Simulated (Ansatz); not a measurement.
Zn₃S₃⁻. Total charge -1; doublet. Geometry B3LYP-D4/def2-SVPD; atoms count from 1.

```
atom    x (Å)    y (Å)    z (Å)
 Zn1   0.7634   1.8078   0.2318
 Zn2  -2.3402  -0.2123   0.2753
 Zn3   0.2487  -0.7721  -1.0749
  S4   0.2163  -0.0033   1.7799
  S5   0.7066   1.1412  -2.0291
  S6   0.4053  -1.9613   0.8169
```

Another isomer (doublet) lies 2.30 eV lower at PBE0-D4/def2-TZVPD; other spin states weren't run for this one.

Question: Estimate the Mulliken populations from the PBE0/def2-TZVPD orbitals of Ansatz.

Answer: 
```csv
atom,charge (e),spin (α − β),d electrons
Zn1,-0.03,0.81,10.05
Zn2,-0.07,0.01,10.01
Zn3,0.25,0.06,10.08
S4,-0.31,0.01,–
S5,-0.49,0.06,–
S6,-0.35,0.06,–
```
Mulliken values depend strongly on the basis. With diffuse functions, as here, like atoms can get unlike values, and bond orders can come out too low or too high.

Question: Where does the spin sit?

Answer: Summed by element: Zn 0.87, S 0.13, of 1 unpaired in all. Largest on single atoms: Zn1 0.81, S6 0.06, Zn3 0.06.

Question: And the Mayer bond orders between heavy atoms (over 0.3)?

Answer: Zn1–S4 0.59 (2.44 Å); Zn1–S5 0.80 (2.36 Å); Zn3–S5 1.12 (2.19 Å); Zn3–S6 0.92 (2.24 Å); S4–S6 0.90 (2.19 Å).
